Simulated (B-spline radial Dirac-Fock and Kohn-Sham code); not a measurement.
Subshell cross sections of Cs⁵⁺, photon energy 6680 eV

System: the Cs⁵⁺ ion in the configuration [Kr] 4d10 5s2 5p2.

Calculated with a radial B-spline solver, using the independent-particle Dirac-Slater model, thresholds from Dirac-Fock. The asymmetry parameter β is from the dipole term alone. Kinetic energies are from the vacuum level. Open shells are spread statistically over j, without multiplet splitting.

| subshell | electrons | binding (eV) | kinetic (eV) | σ (kb) | β |
| --- | --- | --- | --- | --- | --- |
| 2s | 2 | 5789.8 | 890.2 | 17.3 | 1.99 |
| 2p1/2 | 2 | 5428.9 | 1251.1 | 26.1 | 1.39 |
| 2p3/2 | 4 | 5081.1 | 1598.9 | ? | ? |
| 3s | 2 | 1288.1 | 5391.9 | 3.98 | 1.99 |
| 3p1/2 | 2 | 1137.5 | 5542.5 | 3.82 | 1.49 |
| 3p3/2 | 4 | 1069.4 | 5610.6 | 6.75 | 1.56 |
| 3d3/2 | 4 | 807.7 | 5872.3 | 1.97 | 1.00 |
| 3d5/2 | 6 | 793.8 | 5886.2 | 2.72 | 0.94 |
| 4s | 2 | 307.1 | 6372.9 | 0.914 | 1.99 |
| 4p1/2 | 2 | 250.8 | 6429.2 | 0.772 | 1.48 |
| 4p3/2 | 4 | 236.9 | 6443.1 | 1.36 | 1.55 |
| 4d3/2 | 4 | 143.9 | 6536.1 | 0.345 | 0.97 |
| 4d5/2 | 6 | 141.7 | 6538.3 | 0.474 | 0.91 |
| 5s | 2 | 83.53 | 6596.5 | 0.182 | 1.99 |
| 5p1/2 | 0.67 | 69.54 | 6610.5 | 0.0463 | 1.48 |
| 5p3/2 | 1.33 | 67.25 | 6612.8 | 0.0820 | 1.54 |

Question: What are σ and β for 2p3/2?

Answer: σ = 45.7 kb, the largest of all subshells and 41 % of the total, and β = 1.47.
